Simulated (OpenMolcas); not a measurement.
An OpenMolcas run meant for Ca (ANO-RCC-VQZP, DKH3; inactive shells 1s 2s 2p 3s 3p; intended active space 2 electrons in 4 orbitals (4s 4p)). One step of its input:

```
&CASPT2
Multistate=3 1 2 3
Frozen=2 3
IPEA=0.25
Imaginary=1.5
MaxIter=60
WThr=0.0 0.3 0.05
PrWF=0.5
NoMix
```

The run finished. Its levels beside those of a sound run (SS-CASPT2, IPEA 0.25 Eh, imaginary shift 0.1 Eh (closed shells correlated: 3s 3p)), in cm⁻¹ above each run's lowest level:

| Level | This run | Usual run |
| --- | --- | --- |
| 4s² ¹S₀ | 0.0 | 0.0 |
| 4s 4p ³P°₀ | 14633 | 14841 |
| 4s 4p ³P°₁ | 14671 | 14878 |
| 4s 4p ³P°₂ | 14746 | 14954 |
| 4s 4p ¹P°₁ | 28098 | 26584 |
| 4p² ³P₀ | 40240 | 40437 |
| 4p² ³P₁ | 40275 | 40472 |
| 4p² ³P₂ | 40344 | 40538 |

**Question.** Which setting is unsound, and how much does it matter here?

**Answer.** The level shift is far above the usual 0.1 to 0.3 hartree and damps the second-order energy. Against the sound run the excited levels shown move by 390 cm-1 on average and by 1500 cm-1 at most.

The ¹D term of p² mixes with s d, which this space lacks. Levels of configurations outside the active space are missing.

° marks odd parity.
